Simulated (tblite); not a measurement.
C₅H₁₀BN₃.
SMILES with atom numbers: `[CH3:1][NH:2][B@@H-:3]([CH3:4])[N+:5]#[C:6][CH2:7][C:8]#[N:9]` (hydrogens: H10, H11, H12 on C1; H13 on N2; H14 on B3; H15, H16, H17 on C4; H18, H19 on C7)
Bond orders are those of one Lewis drawing.

Computed with GFN2-xTB (tblite), gas phase: L-BFGS steps from a force-field or distance-geometry start until the largest atomic force falls under 0.01 eV/Å.

Step 7: E = -699.8316 eV
```
atom  x, y, z in Å  |  force x, y, z in eV/Å
C1     -1.7178   -0.5955    1.6769    0.171  -0.093  -0.012
N2     -1.5029    0.5663    0.8556   -0.144  -0.208  -0.081
B3     -1.1711    0.3291   -0.5724    0.265  -0.051  -0.021
C4     -1.2797    1.6449   -1.4986   -0.102   0.103  -0.163
N5      0.3155   -0.0878   -0.6157   -0.539   0.102  -0.192
C6      1.4252   -0.3765   -0.5579    0.472  -0.130  -0.039
C7      2.8202   -0.7605   -0.5346   -0.019   0.030  -0.031
C8      3.1819   -1.3167    0.7502   -0.075   0.056  -0.001
N9      3.4583   -1.7517    1.7665    0.047  -0.076   0.170
H10    -2.0670   -0.3221    2.6719    0.016   0.059   0.050
H11    -0.7997   -1.1970    1.7722   -0.021  -0.167   0.229
H12    -2.4724   -1.2139    1.1988   -0.084  -0.080   0.003
H13    -0.9279    1.2374    1.3304    0.125   0.300   0.124
H14    -1.7215   -0.6162   -1.0311   -0.052  -0.091  -0.010
H15    -2.3228    1.9378   -1.5095   -0.086   0.114  -0.026
H16    -0.7088    2.4926   -1.1356    0.094   0.042   0.039
H17    -0.9941    1.4523   -2.5296    0.082   0.022  -0.018
H18     3.4619    0.1037   -0.7400   -0.057   0.087   0.020
H19     3.0129   -1.5168   -1.3050   -0.093  -0.019  -0.038
```

Step 8: E = -699.8484 eV
```
atom  x, y, z in Å  |  force x, y, z in eV/Å
C1     -1.7086   -0.6027    1.6849    0.116  -0.089  -0.035
N2     -1.4871    0.5524    0.8563   -0.052  -0.128  -0.049
B3     -1.1726    0.3237   -0.5780    0.280   0.010   0.005
C4     -1.2751    1.6507   -1.5005   -0.137   0.090  -0.156
N5      0.3075   -0.0923   -0.6375   -0.292   0.066  -0.127
C6      1.4188   -0.3748   -0.5567    0.305  -0.085  -0.090
C7      2.8127   -0.7570   -0.5332    0.033   0.001  -0.011
C8      3.1758   -1.3148    0.7506   -0.031   0.017   0.108
N9      3.4584   -1.7507    1.7657    0.011  -0.036   0.074
H10    -2.0652   -0.3149    2.6762    0.047   0.003  -0.030
H11    -0.8004   -1.2245    1.7956   -0.097  -0.023   0.174
H12    -2.4692   -1.2088    1.1958   -0.044  -0.100   0.088
H13    -0.9396    1.2500    1.3319    0.076   0.164   0.043
H14    -1.7147   -0.6351   -1.0273   -0.090   0.029  -0.027
H15    -2.3176    1.9459   -1.5146   -0.103   0.110  -0.016
H16    -0.7054    2.5062   -1.1450    0.065  -0.082   0.083
H17    -0.9899    1.4652   -2.5335    0.079  -0.023  -0.004
H18     3.4567    0.1067   -0.7364   -0.075   0.073   0.012
H19     3.0057   -1.5160   -1.3019   -0.092   0.003  -0.040
```

Step 9: E = -699.8564 eV
```
atom  x, y, z in Å  |  force x, y, z in eV/Å
C1     -1.7031   -0.6080    1.6884    0.036  -0.039  -0.030
N2     -1.4797    0.5459    0.8572    0.050  -0.075  -0.039
B3     -1.1674    0.3204   -0.5816    0.171   0.047  -0.003
C4     -1.2753    1.6555   -1.5039   -0.103   0.037  -0.082
N5      0.3028   -0.0944   -0.6503   -0.008   0.016  -0.073
C6      1.4161   -0.3741   -0.5580    0.086  -0.028  -0.116
C7      2.8098   -0.7554   -0.5326    0.035  -0.017   0.021
C8      3.1723   -1.3136    0.7529   -0.007   0.000   0.124
N9      3.4587   -1.7510    1.7669   -0.017  -0.002   0.005
H10    -2.0634   -0.3113    2.6776    0.059  -0.030  -0.071
H11    -0.8013   -1.2389    1.8103   -0.106   0.035   0.126
H12    -2.4687   -1.2086    1.1960    0.009  -0.088   0.130
H13    -0.9448    1.2580    1.3326    0.019   0.032  -0.016
H14    -1.7131   -0.6435   -1.0259   -0.075   0.111  -0.023
H15    -2.3177    1.9521   -1.5173   -0.081   0.095  -0.019
H16    -0.7025    2.5112   -1.1478    0.028  -0.136   0.082
H17    -0.9862    1.4707   -2.5359    0.057  -0.027  -0.007
H18     3.4531    0.1100   -0.7345   -0.080   0.044   0.010
H19     3.0006   -1.5158   -1.3015   -0.074   0.024  -0.021
```

Question: Estimate the geometry and energy of step 10. (The exact step hangs on the optimiser's Hessian estimate; all steps are aligned on step 9, rigid shifts and turns removed.)

Answer: E = -699.8621 eV, largest force 0.180 eV/Å
```
atom  x, y, z in Å  |  force x, y, z in eV/Å
C1     -1.6998   -0.6117    1.6896   -0.020   0.012  -0.018
N2     -1.4754    0.5422    0.8574    0.130  -0.031  -0.040
B3     -1.1595    0.3190   -0.5841    0.007   0.059  -0.027
C4     -1.2779    1.6594   -1.5077   -0.042  -0.029   0.002
N5      0.3009   -0.0953   -0.6587    0.175  -0.013  -0.041
C6      1.4156   -0.3742   -0.5615   -0.056   0.009  -0.111
C7      2.8092   -0.7550   -0.5318    0.019  -0.021   0.039
C8      3.1701   -1.3126    0.7562    0.002  -0.001   0.082
N9      3.4589   -1.7518    1.7691   -0.032   0.016  -0.022
H10    -2.0611   -0.3099    2.6769    0.047  -0.030  -0.063
H11    -0.8032   -1.2462    1.8211   -0.072   0.040   0.084
H12    -2.4690   -1.2112    1.1988    0.043  -0.071   0.132
H13    -0.9469    1.2631    1.3325   -0.029  -0.072  -0.050
H14    -1.7144   -0.6452   -1.0259   -0.039   0.158  -0.014
H15    -2.3205    1.9577   -1.5191   -0.037   0.073  -0.027
H16    -0.7000    2.5106   -1.1471   -0.003  -0.137   0.063
H17    -0.9828    1.4726   -2.5376    0.024  -0.011  -0.010
H18     3.4497    0.1132   -0.7333   -0.073   0.014   0.013
H19     2.9962   -1.5156   -1.3022   -0.044   0.035   0.006
```

The energy changes by -0.0057 eV. The first-order estimate −F·Δx gives -0.0081 eV and the mean of the old and new forces, exact on a quadratic surface, -0.0057 eV. The step makes an angle of 49° with the force vector and moves no atom by more than 0.013 Å.

The cost below is that of the whole relaxation. On one thread of an Arm Neoverse N1, shared host with 64 logical CPUs at a one-minute load of 56, this took 2.3 s.
